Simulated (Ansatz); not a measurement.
Program: Ansatz. Geometries: PBE0-D4/def2-TZVP. ΔE: electronic, gas phase. CCSD(T)/CBS is the MP2 limit (def2-TZVPP, def2-QZVPP) plus CCSD(T) − MP2 in def2-TZVPP, frozen cores. Elements past krypton have def2 core potentials. For Ga, I outer-core shells are correlated without core-valence functions, which leaves a few kJ/mol of doubt a bond. Scalar relativity is left out up to krypton. One conformer a species, not always the lowest.

Reaction (redistribution): `F[CH2][AlH][GaH2]` + `C[SiH](O)I` → `C[SiH](O)[GaH2]` + `F[CH2][AlH][I]`

`F[CH2][AlH][GaH2]`:

Cartesian coordinates in Å:
```
F -1.954 0.548 0.175
C -0.884 1.439 -0.014
Al 0.825 0.432 -0.125
Ga 0.664 -2.068 0.088
H -0.903 2.156 0.817
H -1.096 2.020 -0.922
H 2.149 1.295 -0.340
H 0.452 -3.014 -1.158
H 0.747 -2.808 1.480
```

`C[SiH](O)I`:

```xyz
9

C     0.270    1.176    0.139
Si   -0.309   -0.580    0.275
O     0.827   -1.676   -0.165
I    -2.296   -0.830   -1.153
H    -0.508    1.859    0.487
H     1.164    1.320    0.753
H     0.510    1.434   -0.895
H    -0.700   -0.943    1.654
H     1.042   -1.760   -1.095
```

`C[SiH](O)[GaH2]`:

Cartesian coordinates in Å:
```
C -0.899 -1.302 -0.385
Si 0.458 -0.013 -0.359
O 1.760 -0.512 0.549
Ga -0.169 2.062 0.725
H -1.742 -0.952 -0.989
H -0.548 -2.241 -0.823
H -1.268 -1.509 0.622
H 0.889 0.191 -1.779
H 2.274 -1.251 0.219
H -1.218 2.083 1.904
H 0.463 3.446 0.315
```

`F[CH2][AlH][I]`:

Cartesian coordinates in Å:
```
F 1.605 0.449 0.869
C 0.227 0.264 0.892
Al -0.517 -0.296 -0.852
I 0.990 -0.575 -2.781
H -0.237 1.202 1.227
H -0.004 -0.479 1.668
H -2.064 -0.565 -1.022
```

| species | CCSD(T)/CBS(def2) energy (Eh) |
| --- | --- |
| `F[CH2][AlH][GaH2]` | -2306.75904 |
| `C[SiH](O)I` | -702.86214 |
| `C[SiH](O)[GaH2]` | -2330.49414 |
| `F[CH2][AlH][I]` | -679.13942 |

Work out ΔE.

ΔE = (-2330.49414) + (-679.13942) − (-2306.75904) − (-702.86214) = -0.01238 Eh = -7.8 kcal/mol.

Largest T1 diagnostic among the species: 0.013.
